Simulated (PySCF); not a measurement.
## Xe²⁺ (xenon, charge +2) across methods

[Kr] 4d10 5s2 5p4, high-spin 3P determinant. All numbers are calculated (PySCF 2.14, scalar relativity through the core potential, in aug-cc-pVQZ-PP with one added diffuse shell each of s, p, d, f, g type with ECP28MDF (8s8p6d4f3g, 117 functions)). The B2PLYP total includes its PT2 part (frozen core); its orbital energies are those of the SCF part.

```
   method  E (hartree)  mean ε 5s β (eV)  mean ε 5p α (eV)  mean ε 5p β (eV)  Σ⟨r²⟩ (bohr²)   ⟨S²⟩
CAM-B3LYP    -328.1395           -41.636           -30.142           -28.531          40.91  2.002
      LDA    -327.6706           -38.852           -27.441           -25.893          40.82  2.001
      UHF   -327.14094           -43.058           -32.362           -30.052          41.18  2.010
      PBE    -328.1172           -38.368           -27.354           -25.719          40.82  2.002
   B2PLYP    -327.8708           -41.202           -30.047           -28.177          40.99  2.004
     PBE0    -328.1479           -39.879           -28.849           -27.074          40.81  2.003
    TPSSh    -328.0364           -38.959           -28.086           -26.375          40.81  2.003
   r2SCAN    -328.2552           -38.522           -27.883           -26.071          40.75  2.005
```

Energies and moments cover only the electrons outside the core potential.
